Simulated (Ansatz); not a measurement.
Species: ScF2 (charge 0, doublet). The spin state was set by rule; other spins were not relaxed. SMILES of the parent species: [F][Sc][F]
Geometry from a B3LYP-D3(BJ)/def2-TZVP (Ansatz, a first-principles code) optimisation:
```xyz
3

Sc     0.3640     0.1770     0.1193
F     -0.6480     0.9645    -1.1956
F     -0.2013    -1.3776     0.9174
```
Charge 0, spin multiplicity 2.

Quantity: atomisation energy (electronic, to ground-state atoms), in kcal/mol. Correlated levels leave the core frozen unless marked. Open shells are spin-unrestricted. Spin-orbit coupling is left out. The frozen core is the preceding noble-gas configuration, with the filled d and f shells of earlier blocks. Non-relativistic. 

```tsv
level	program	atomisation energy (kcal/mol)
RI-HF/def2-QZVPPD	Ansatz	211.9
PBE/def2-TZVPD	Ansatz	311.3
revPBE-D4/def2-TZVPD	Ansatz + dftd4	301.2
revPBE/def2-TZVPD	Ansatz	299.4
r2SCAN-D3(BJ)/def2-TZVPD	Ansatz + dftd3	304.4
r2SCAN-D4/def2-TZVPD	Ansatz + dftd4	304.5
PBE0/6-31G*	Ansatz	293.6
PBE0-D3(BJ)/def2-TZVP	Ansatz + dftd3	291.1
PBE0-D4/def2-TZVP	Ansatz + dftd4	291.2
PBE0-D4/def2-TZVPD	Ansatz + dftd4	291.9
r2SCANh/def2-TZVPD	Ansatz	297.0
HSE06-D4/def2-TZVPD	Ansatz + dftd4	291.8
CAM-B3LYP/def2-TZVPD	Ansatz	296.1
wB97M-V/def2-TZVPD	Ansatz	289.1
RPA@PBE/def2-TZVPP	Ansatz	264.9
MP2/6-31G	Ansatz	268.3
MP2/def2-SVP	Ansatz	289.5
CCSD(T)/STO-3G	Ansatz	306.8
CCSD(T)/6-31G	Ansatz	253.4
CCSD(T)/def2-SVPD	Ansatz	283.0
```
